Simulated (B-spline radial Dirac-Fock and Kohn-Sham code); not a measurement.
**Relativistic shifts of the levels of Pm⁵⁰⁺**

System: the Pm⁵⁰⁺ ion, configuration [Ne] 3s1.

Both columns are ΔSCF binding energies of the configuration average from a B-spline atomic structure program: non-relativistic Hartree-Fock with a point nucleus, and Dirac-Fock with a finite nucleus and the Coulomb interaction alone, averaged over the two j levels with weights 2j+1.

```csv
shell,Hartree-Fock (eV),Dirac-Fock (eV),shift (eV),shift (%)
2p,9931.3,10187.6,+256.28,+2.58
3s,4263.2,4481.7,+218.50,+5.13
```

Relativity binds 2p, 3s more strongly, among those listed most of all 3s in relative terms.

Values without a named source are computed, but for edge energies of neutral atoms, which are taken from tables.
